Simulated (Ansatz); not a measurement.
A nudged elastic band was laid between two geometries of C4H11Al (16 atoms, charge 0, multiplicity 1).

Theory: RKS PBE-D4/STO-3G in Ansatz.

```
movable images  : 9
climbing image  : yes
spring          : 5.0 eV/Å²
optimiser       : quadratic models (default)
start path      : through a guess of the saddle point
force threshold : 0.05 eV/Å
iteration limit : 60
end points      : relaxed
```

Image 0:

```xyz
16
Properties=species:S:1:pos:R:3
C -0.151 -1.331 1.512
C 0.721 -0.652 0.412
C -0.154 0.065 -0.674
C 0.769 0.808 -1.692
Al -1.408 1.242 0.219
H -0.827 -2.087 1.069
H 0.476 -1.830 2.273
H -0.779 -0.580 2.039
H 1.375 -1.422 -0.052
H 1.394 0.086 0.897
H -0.694 -0.728 -1.233
H 0.181 1.265 -2.512
H 1.344 1.616 -1.198
H 1.502 0.117 -2.156
H -0.870 2.355 1.093
H -2.901 1.054 0.047
```

Image 10:

```xyz
16
Properties=species:S:1:pos:R:3
C -0.168 -1.380 1.471
C 0.698 -0.705 0.364
C -0.176 0.097 -0.660
C 0.746 0.822 -1.691
Al -1.324 1.320 0.313
H -0.901 -2.080 1.026
H 0.460 -1.944 2.185
H -0.733 -0.620 2.052
H 1.292 -1.489 -0.153
H 1.426 -0.022 0.850
H -0.784 -0.643 -1.222
H 1.417 0.107 -2.209
H 0.154 1.341 -2.471
H 1.388 1.577 -1.197
H -0.689 2.353 1.218
H -2.829 1.245 0.169
```

Problem. What changes between the two ends?

Solution. No bond is made or broken. The dihedral Al5–C3–C4–H13 goes from 58 to -62°. The two ends are copies of one structure, up to a mirror image or an exchange of like atoms.

Problem. Give the energies along the band, and the barrier.

Solution. The forces met the threshold. The highest image is number 5 of 0 to 10, 13.3 kJ/mol above the ends, which have the same energy within 2 meV. A vibrational analysis at the climbing image gives one clearly imaginary mode, 233i cm⁻¹: a first-order saddle point. Limits of this set-up: minimal basis.

| image | path coordinate (Å) | energy (kJ/mol) | dihedral Al5–C3–C4–H13 (°) |
| --- | --- | --- | --- |
| 0 | 0.00 | 0.0 | 58 |
| 1 | 0.36 | 1.1 | 46 |
| 2 | 0.73 | 4.3 | 34 |
| 3 | 1.09 | 8.5 | 22 |
| 4 | 1.46 | 12.0 | 10 |
| 5 | 1.82 | 13.3 | -2 |
| 6 | 2.20 | 11.9 | -15 |
| 7 | 2.58 | 8.3 | -27 |
| 8 | 2.95 | 4.0 | -40 |
| 9 | 3.33 | 0.9 | -53 |
| 10 | 3.71 | 0.0 | -62 |

Problem. What is the geometry of the highest image?

Solution. 
```xyz
16
Properties=species:S:1:pos:R:3
C -0.197 -1.366 1.468
C 0.693 -0.711 0.368
C -0.159 0.101 -0.670
C 0.777 0.844 -1.696
Al -1.333 1.284 0.319
H -0.939 -2.053 1.019
H 0.413 -1.939 2.192
H -0.753 -0.594 2.042
H 1.282 -1.509 -0.136
H 1.426 -0.038 0.860
H -0.759 -0.642 -1.234
H 0.632 0.460 -2.724
H 0.604 1.938 -1.731
H 1.844 0.700 -1.439
H -0.722 2.424 1.106
H -2.833 1.079 0.301
```

Problem. What are the harmonic wavenumbers there?

Solution. 233i, 80, 111, 151, 228, 253, 320, 435, 587, 690, 704, 851, 923, 949, 1054, 1082, 1092, 1106, 1150, 1233, 1322, 1381, 1411, 1463, 1536, 1552, 1637, 1653, 1658, 1664, 1670, 2410, 2460, 3209, 3227, 3249, 3277, 3349, 3371, 3376, 3402, 3414 cm⁻¹.

The run took 6.9 min on 1 CPU thread of a shared host.
